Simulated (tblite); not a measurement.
Record of a relaxation.

C₅H₇NOSi.
Atom-mapped SMILES: `[CH3:1][O:2][SiH2:3][C:4]1=[CH:5][C@@H:6]1[C:7]#[N:8]` (hydrogens: H9, H10, H11 on C1; H12, H13 on Si3; H14 on C5; H15 on C6)

Computed with GFN2-xTB (tblite), gas phase: L-BFGS steps from a force-field or distance-geometry start until the largest atomic force falls under 0.01 eV/Å. 5 of its 148 geometries are shown.

Step 0: E = -622.3819 eV, largest atomic force 3.238 eV/Å
```
atom  x, y, z in Å  |  force x, y, z in eV/Å
C1     -2.458   -0.350    0.626   -0.934  -0.336   0.490
O2     -1.696    0.820    0.627    1.082  -0.095  -2.237
Si3    -0.787    0.790   -0.833   -0.348   1.359   0.992
C4      0.824   -0.016   -0.439   -0.236  -1.861   0.596
C5      1.390   -1.116    0.051   -1.119  -0.151  -0.191
C6      2.307   -0.031   -0.367    1.788   0.793   1.020
C7      2.887    0.708    0.765    1.177   1.165   0.975
N8      3.348    1.300    1.665   -1.333  -1.683  -2.424
H9     -1.815   -1.206    0.949   -0.785   0.451  -0.158
H10    -3.339   -0.198    1.302    0.799  -0.283  -0.323
H11    -2.833   -0.499   -0.410   -0.237  -0.559   0.979
H12    -0.560    2.146   -1.350   -0.150  -0.212   0.297
H13    -1.520   -0.054   -1.785    0.219   0.123  -0.159
H14     1.336   -2.129    0.456    0.095   0.962  -0.356
H15     2.912   -0.156   -1.278   -0.018   0.327   0.497
```

Step 37: E = -623.2516 eV, largest atomic force 0.037 eV/Å
```
atom  x, y, z in Å  |  force x, y, z in eV/Å
C1     -2.595   -0.376    0.684   -0.007   0.005  -0.012
O2     -1.908    0.710    0.139   -0.003   0.004   0.000
Si3    -0.723    0.799   -0.954   -0.005   0.016  -0.016
C4      0.791   -0.159   -0.411   -0.006  -0.016  -0.014
C5      1.425   -1.200    0.047    0.013  -0.012  -0.017
C6      2.318   -0.050   -0.319    0.011  -0.005   0.017
C7      2.888    0.733    0.718   -0.009   0.010  -0.035
N8      3.346    1.354    1.566    0.013   0.016   0.018
H9     -1.901   -1.116    1.088   -0.003   0.002  -0.002
H10    -3.228    0.000    1.489   -0.002  -0.008  -0.006
H11    -3.221   -0.853   -0.074    0.009  -0.005   0.014
H12    -0.487    2.231   -0.948    0.006  -0.004   0.015
H13    -1.079    0.207   -2.251   -0.006   0.006   0.016
H14     1.456   -2.188    0.436   -0.003   0.005   0.003
H15     2.914   -0.083   -1.229   -0.007  -0.014   0.020
```

Step 74: E = -623.2539 eV, largest atomic force 0.015 eV/Å
```
atom  x, y, z in Å  |  force x, y, z in eV/Å
C1     -2.590   -0.385    0.676   -0.001   0.000  -0.004
O2     -1.895    0.709    0.159    0.002  -0.003  -0.003
Si3    -0.712    0.815   -0.936   -0.002   0.003  -0.005
C4      0.789   -0.183   -0.430    0.003   0.008   0.012
C5      1.417   -1.212    0.063    0.006   0.003   0.001
C6      2.317   -0.076   -0.328   -0.002   0.007   0.000
C7      2.872    0.750    0.683   -0.004   0.000   0.001
N8      3.312    1.414    1.508    0.009  -0.005  -0.008
H9     -1.901   -1.114    1.109   -0.003   0.000  -0.003
H10    -3.260   -0.019    1.455    0.001   0.001  -0.003
H11    -3.178   -0.873   -0.104    0.002  -0.006   0.001
H12    -0.450    2.240   -0.875    0.004  -0.005   0.003
H13    -1.089    0.274   -2.248   -0.003   0.002   0.004
H14     1.441   -2.190    0.477   -0.004   0.000   0.001
H15     2.922   -0.141   -1.230   -0.008  -0.004   0.002
```

Step 110: E = -623.2610 eV, largest atomic force 0.016 eV/Å
```
atom  x, y, z in Å  |  force x, y, z in eV/Å
C1     -2.632   -0.506    0.546   -0.004  -0.003  -0.005
O2     -1.984    0.679    0.194    0.011  -0.007   0.000
Si3    -0.711    0.951   -0.765   -0.002  -0.005   0.006
C4      0.758   -0.093   -0.262    0.012  -0.007   0.006
C5      1.341   -1.103    0.318    0.006   0.006  -0.010
C6      2.286   -0.158   -0.365   -0.010  -0.006   0.002
C7      3.062    0.737    0.416    0.006   0.002  -0.010
N8      3.689    1.456    1.052   -0.001   0.000   0.000
H9     -1.978   -1.135    1.154    0.001   0.003  -0.004
H10    -3.519   -0.246    1.124   -0.004   0.006   0.006
H11    -2.933   -1.068   -0.341   -0.013   0.000  -0.009
H12    -0.490    2.360   -0.502    0.000  -0.002   0.001
H13    -0.965    0.575   -2.162   -0.002   0.002   0.002
H14     1.323   -2.002    0.883    0.003   0.002   0.007
H15     2.750   -0.436   -1.310   -0.004   0.007   0.009
```

Step 147: E = -623.2668 eV, largest atomic force 0.008 eV/Å
```
atom  x, y, z in Å  |  force x, y, z in eV/Å
C1     -2.753   -0.537    0.434   -0.001   0.000  -0.002
O2     -1.988    0.619    0.277    0.002   0.001  -0.002
Si3    -0.681    0.938   -0.619   -0.003   0.003  -0.003
C4      0.794   -0.106   -0.137   -0.002   0.002   0.002
C5      1.433   -1.053    0.488   -0.003  -0.002   0.003
C6      2.306   -0.191   -0.376    0.002  -0.005   0.004
C7      3.150    0.778    0.227   -0.003   0.000  -0.002
N8      3.831    1.559    0.717    0.001   0.000   0.000
H9     -2.174   -1.318    0.932   -0.001   0.001  -0.003
H10    -3.619   -0.285    1.047    0.005  -0.004   0.005
H11    -3.095   -0.914   -0.532    0.000  -0.001   0.001
H12    -0.471    2.328   -0.260    0.000   0.002   0.000
H13    -0.889    0.646   -2.042    0.000   0.002   0.000
H14     1.471   -1.886    1.147    0.001   0.000   0.001
H15     2.679   -0.569   -1.325    0.003   0.001  -0.002
```

**Question.** Summarise the path.

**Answer.** The energy falls by 0.8848 eV from step 0 to step 147; nine tenths of that is first reached at step 14. It rises by more than 0.2 meV at steps 90 and 92. The largest force goes from 3.238 to 0.008 eV/Å. Among the bonds O2–Si3 changes most, from 1.720 to 1.615 Å; the atoms move by 0.626 Å rms after alignment.

What follows is the cost of the whole relaxation. Hardware: Arm Neoverse N1, one thread, shared host. Cost: 1.7 s wall.
